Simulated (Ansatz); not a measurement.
`[SiH3][CH2][InH2]` and `[SiH3]C[SeH]` differ in one atom or group.

Ansatz, PBE0-D4/def2-TZVP geometries, multiplicity 1. Each molecule was computed in one conformer, which needn't be the lowest.

Elements past krypton have def2 core potentials. Scalar relativity is left out up to krypton.

```tsv
property	`[SiH3][CH2][InH2]`
size of the dipole moment (B3LYP/def2-TZVPP) / D	1.02
HOMO–LUMO gap (ωB97M-V/def2-TZVPP) / eV	9.43
HOMO–LUMO gap (B3LYP/def2-TZVPP) / eV	5.36
HOMO energy (ωB97M-V/def2-TZVPP) / eV	-9.72
HOMO energy (B3LYP/def2-TZVPP) / eV	-7.38
LUMO energy (PBE0/def2-TZVPP) / eV	-1.74
```

**Question.** What does the change do to each property? (Estimate.)

**Answer.** Ansatz gave: 
```json
{"property": "size of the dipole moment (B3LYP/def2-TZVPP) / D", "`[SiH3]C[SeH]`": "0.99", "shift": "-0.03"}
{"property": "HOMO–LUMO gap (ωB97M-V/def2-TZVPP) / eV", "`[SiH3]C[SeH]`": "10.26", "shift": "0.83"}
{"property": "HOMO–LUMO gap (B3LYP/def2-TZVPP) / eV", "`[SiH3]C[SeH]`": "5.86", "shift": "0.50"}
{"property": "HOMO energy (ωB97M-V/def2-TZVPP) / eV", "`[SiH3]C[SeH]`": "-8.80", "shift": "0.92"}
{"property": "HOMO energy (B3LYP/def2-TZVPP) / eV", "`[SiH3]C[SeH]`": "-6.37", "shift": "1.01"}
{"property": "LUMO energy (PBE0/def2-TZVPP) / eV", "`[SiH3]C[SeH]`": "-0.28", "shift": "1.46"}
```

With PBE0 the HOMO rises by 0.99 eV and the LUMO rises by 1.46 eV, so the gap widens by about 0.47 eV. PBE moves the HOMO by 1.02 eV and ωB97M-V by 0.92 eV. The zero-point energy changes by -6.6 kJ/mol with -3 modes. Dipoles are sizes alone; their direction can turn.

B3LYP here is the variant with VWN-RPA as its local correlation; programs differ in this.

Spin–orbit coupling is left out; it splits and shifts lone-pair levels of the heavy atoms by tenths of an eV.
